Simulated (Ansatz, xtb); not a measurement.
# C3H10BPSi: which of two isomers lies lower

Structure I: `C=C(C)BP[SiH3]`, a singlet. Structure II: `BP[SiH2]CC=C`, a singlet. Both are isolated molecules in the gas phase, relaxed with PBE-D3(BJ)/def2-SVP, each in the lowest conformer that the search found.

Question: Estimate E(II) − E(I) at the level CCSD(T)/def2-SVP + ΔMP2/def2-TZVPP.

Answer: Calculated at CCSD(T)/def2-SVP + ΔMP2/def2-TZVPP: E(II) − E(I) = +5.7 kcal/mol, so structure I lies lower.

How the difference moves with the method:

```tsv
level	geometry	E(II) − E(I) (kcal/mol)	departure from the last row (kcal/mol)	job, with rough time for the two
GFN2-xTB	GFN2-xTB	+5.1	−0.7	optimisation, 0.41 s
HF/STO-3G	GFN2-xTB	+4.3	−1.4	single point, 0.3 s
r2SCAN-D4/def2-SVP	GFN2-xTB	+7.3	+1.6	single point, 3.2 s
PBE-D3(BJ)/def2-SVP	PBE-D3(BJ)/def2-SVP	+7.6	+1.9	optimisation, 43 s
HF/def2-SVP	PBE-D3(BJ)/def2-SVP	+6.0	+0.2	part of the CCSD(T) run
MP2/def2-SVP	PBE-D3(BJ)/def2-SVP	+7.4	+1.7	part of the CCSD(T) run
CCSD(T)/def2-SVP	PBE-D3(BJ)/def2-SVP	+7.3	+1.6	single point
CCSD(T)/def2-SVP + ΔMP2/def2-TZVPP	PBE-D3(BJ)/def2-SVP	+5.7		single point, 44 s
```

As drawn, II has 1 C–Si, 1 B–H in place of 1 C–B, 1 Si–H.

None of the levels shown reverses the order. The largest departure from CCSD(T)/def2-SVP + ΔMP2/def2-TZVPP is that of PBE-D3(BJ)/def2-SVP, 1.9 kcal/mol. The last row adds to CCSD(T) the change of the MP2 difference between the two basis sets, here −1.6 kcal/mol.

With thermal terms from frequencies at re-optimised GFN2-xTB minima (ideal gas, soft modes damped towards free rotors, one conformer each, 298.15 K, 1 atm): the zero-point term adds +0.1 kcal/mol; ΔH is +5.9 and ΔG +5.4 kcal/mol.

The correlated steps freeze 14 core orbitals. Programs: Ansatz 0.2.0, xtb 6.7.1; the last row on 4 threads of Arm Neoverse V2 on a shared host.
